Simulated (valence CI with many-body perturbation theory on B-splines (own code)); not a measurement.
# Energy levels of W XXIV

Method: configuration interaction combined with many-body perturbation theory (CI+MBPT): five valence electrons over a frozen Dirac-Fock core [Kr] 4d10, radial functions for each j: 7 s, 7 p, 7 d, 7 f, 4 g, 2 h, with the one-electron correlation potential Σ1, the two-electron term Σ2, the three-electron term Σ3, Breit, model QED; selected CI, second order for the rest, scaled by the run's own slope (own B-spline code, finite nucleus).

No measured spectrum was set against this ion. As an estimate, terms of the open shell hold to a few per cent of their energy, and close levels can change places. Core correlation moves these levels by up to 3700 cm⁻¹, and in measured spectra 5 to 20 % of such shifts remained as error; rates that hang on mixing are uncertain with them. Among the levels kept, up to 890 cm⁻¹ of a level comes from second order outside the variational space, and about a tenth of that is noise between levels of different J, which matters for small intervals. Only levels of the ground parity were solved; by the run's estimate the other parity begins above the list, which can be wrong where configurations are misplaced.

Levels 1 to 45 of 53, with energies above the lowest level, 4f⁵ ⁶H°_5/2. "Leading %" is the weight of the configuration and term that name the level; weights of strongly mixed levels are sums over their largest components and can fall short. In the jj column 3d3/2^4 stands for four electrons in 3d with j = 3/2. Lifetimes count E1, E2, E3, M1 and M2 decay at the calculated energies, and are blank where another channel may lead or the interval is too uncertain; long ones can be off by a factor of two.

```tsv
No.	Configuration	Term	J	E (eV)	Leading %	Lifetime	Leading jj	Second component
1	4f⁵	⁶H°	5/2	0.000	72		4f5/2^5 (46 %)	22 % 4f⁵ ⁴G°
2	4f⁵	⁶H°	7/2	1.214	83	14.5 ms	4f5/2^4 4f7/2 (63 %)	14 % 4f⁵ ⁴G°
3	4f⁵	⁶H°	9/2	2.321	88	14.8 ms	4f5/2^3 4f7/2^2 (61 %)	6 % 4f⁵ ⁴G°
4	4f⁵	⁶F°	3/2	2.884	73	37.3 ms	4f5/2^4 4f7/2 (68 %)	14 % 4f⁵ ⁴F°
5	4f⁵	⁶F°	5/2	2.886	54	10.7 ms	4f5/2^4 4f7/2 (39 %)	18 % 4f⁵ ⁴F°
6	4f⁵	⁶F°	1/2	2.977	84	15.5 s	4f5/2^4 4f7/2 (48 %)	14 % 4f⁵ ⁴D°
7	4f⁵	⁶H°	11/2	3.281	86	23.8 ms	4f5/2^3 4f7/2^2 (47 %)	7 % 4f⁵ ⁴I°
8	4f⁵	⁶F°	7/2	3.937	72	15.3 ms	4f5/2^3 4f7/2^2 (48 %)	15 % 4f⁵ ⁴F°
9	4f⁵	⁶H°	13/2	4.096	77	51.2 ms	4f5/2^3 4f7/2^2 (40 %)	16 % 4f⁵ ⁴I°
10	4f⁵	⁶H°	15/2	4.656	56	314 ms	4f5/2^4 4f7/2 (36 %)	26 % 4f⁵ ⁴I°
11	4f⁵	⁶F°	9/2	5.001	80	24.8 ms	4f5/2^3 4f7/2^2 (44 %)	9 % 4f⁵ ⁴F°
12	4f⁵	⁶F°	5/2	5.753	31	1.18 ms	4f5/2^3 4f7/2^2 (53 %)	23 % 4f⁵ ⁴G°
13	4f⁵	⁶F°	11/2	6.009	80	52.5 ms	4f5/2^3 4f7/2^2 (37 %)	17 % 4f⁵ ⁴G°
14	4f⁵	⁴M°	15/2	6.272	49	12.2 ms	4f5/2^4 4f7/2 (50 %)	20 % 4f⁵ ²L°
15	4f⁵	⁴F°	3/2	6.609	78	1.86 ms	4f5/2^3 4f7/2^2 (67 %)	17 % 4f⁵ ⁶F°
16	4f⁵	⁴I°	9/2	7.114	71	2.15 ms	4f5/2^3 4f7/2^2 (50 %)	17 % 4f⁵ ²H°
17	4f⁵	⁴L°	13/2	7.129	43	4.41 ms	4f5/2^4 4f7/2 (49 %)	26 % 4f⁵ ⁴K°
18	4f⁵	⁴K°	11/2	7.200	50	2.70 ms	4f5/2^4 4f7/2 (46 %)	29 % 4f⁵ ⁴I°
19	4f⁵	⁴G°	7/2	7.497	48	1.49 ms	4f5/2^3 4f7/2^2 (48 %)	14 % 4f⁵ ⁴F°
20	4f⁵	⁴P°	5/2	7.621	32	2.02 ms	4f5/2^3 4f7/2^2 (50 %)	22 % 4f⁵ ⁶P°
21	4f⁵	⁴M°	17/2	7.935	67	8.31 ms	4f5/2^3 4f7/2^2 (93 %)	17 % 4f⁵ ⁴L°
22	4f⁵	²P°	1/2	8.516	63	1.79 ms	4f5/2^4 4f7/2 (48 %)	24 % 4f⁵ ⁴D°
23	4f⁵	⁶P°	3/2	8.792	51	6.32 ms	4f5/2^3 4f7/2^2 (73 %)	34 % 4f⁵ ⁴P°
24	4f⁵	⁴K°	15/2	8.833	30	3.54 ms	4f5/2^3 4f7/2^2 (62 %)	28 % 4f⁵ ⁴L°
25	4f⁵	⁴G°	9/2	8.879	55	3.63 ms	4f5/2^3 4f7/2^2 (73 %)	26 % 4f⁵ ⁴H°
26	4f⁵	⁴M°	19/2	9.048	68	41.4 ms	4f5/2^3 4f7/2^2 (63 %)	16 % 4f⁵ ⁴L°
27	4f⁵	⁴F°	5/2	9.140	60	1.33 ms	4f5/2^2 4f7/2^3 (53 %)	24 % 4f⁵ ⁴G°
28	4f⁵	⁴L°	15/2	9.477	27	2.17 ms	4f5/2^3 4f7/2^2 (62 %)	25 % 4f⁵ ²K°
29	4f⁵	⁴L°	13/2	9.506	37	2.61 ms	4f5/2^3 4f7/2^2 (56 %)	30 % 4f⁵ ⁴K°
30	4f⁵	⁴H°	11/2	9.601	39	7.61 ms	4f5/2^3 4f7/2^2 (50 %)	23 % 4f⁵ ⁴G°
31	4f⁵	⁴M°	21/2	9.635	65	449 ms	4f5/2^3 4f7/2^2 (65 %)	29 % 4f⁵ ²N°
32	4f⁵	⁴H°	7/2	9.688	49	2.07 ms	4f5/2^3 4f7/2^2 (45 %)	29 % 4f⁵ ²G°
33	4f⁵	²G°	9/2	9.819	25	1.72 ms	4f5/2^4 4f7/2 (47 %)	19 % 4f⁵ ⁴I°
34	4f⁵	⁴I°	11/2	9.930	48	1.44 ms	4f5/2^2 4f7/2^3 (62 %)	36 % 4f⁵ ⁴K°
35	4f⁵	⁴L°	17/2	10.052	46	29.7 ms	4f5/2^3 4f7/2^2 (72 %)	24 % 4f⁵ ²M°
36	4f⁵	⁴D°	7/2	10.110	45	2.16 ms	4f5/2^3 4f7/2^2 (46 %)	30 % 4f⁵ ⁶P°
37	4f⁵	⁴I°	13/2	10.124	34	2.84 ms	4f5/2^3 4f7/2^2 (66 %)	30 % 4f⁵ ²K°
38	4f⁵	⁶P°	5/2	10.472	42	1.79 ms	4f5/2^3 4f7/2^2 (50 %)	19 % 4f⁵ ⁴D°
39	4f⁵	⁴H°	13/2	10.662	51	2.99 ms	4f5/2^3 4f7/2^2 (65 %)	18 % 4f⁵ ⁴I°
40	4f⁵	⁴D°	3/2	10.779	57	1.19 ms	4f5/2^2 4f7/2^3 (62 %)	14 % 4f⁵ ⁶P°
41	4f⁵	⁴F°	7/2	10.891	50	1.83 ms	4f5/2^2 4f7/2^3 (47 %)	13 % 4f⁵ ²G°
42	4f⁵	⁴H°	9/2	10.979	40	1.53 ms	4f5/2^2 4f7/2^3 (52 %)	21 % 4f⁵ ⁴G°
43	4f⁵	⁴G°	7/2	11.019	65	1.13 ms	4f5/2^3 4f7/2^2 (51 %)	15 % 4f⁵ ⁴H°
44	4f⁵	⁴K°	17/2	11.096	55	3.47 ms	4f5/2^2 4f7/2^3 (84 %)	19 % 4f⁵ ²L°
45	4f⁵	⁴G°	5/2	11.380	81	1.99 ms	4f5/2^2 4f7/2^3 (55 %)	8 % 4f⁵ ²F°
```

Names give the largest LS component (configuration and term), which can be under half, so a name can repeat, a term be missing and a line seem to break the LS rules; names also repeat where a configuration has a term twice.

Where two levels of one J and parity lie close, their mixing, g and order are uncertain.

The ionisation energy to 4f⁴ ⁵I4 of the next ion comes out as 683.63 eV (NIST: 685.6 ± 1.6 eV (semi-empirical)). All 53 levels together are meant to be complete up to 12.027 eV.
